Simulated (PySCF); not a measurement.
A structure optimised at PBE-D3(BJ)/def2-SVP, used in a PySCF frequency run:

```xyz
5

Ta     0.0000     0.0000    -0.0055
O      0.0000     0.0000    -1.7338
F     -1.5671    -0.9048     0.5287
F      0.0000     1.8096     0.5287
F      1.5671    -0.9048     0.5287
```
Charge 0, spin multiplicity 1.

Problem. Write its SMILES, formula and point group.

Solution. [O]=[Ta]([F])([F])[F], F3OTa, C3v

Problem. What are its rotational constants (standard atomic weights)?

Solution. 3.2120, 3.2120, 2.7078 GHz
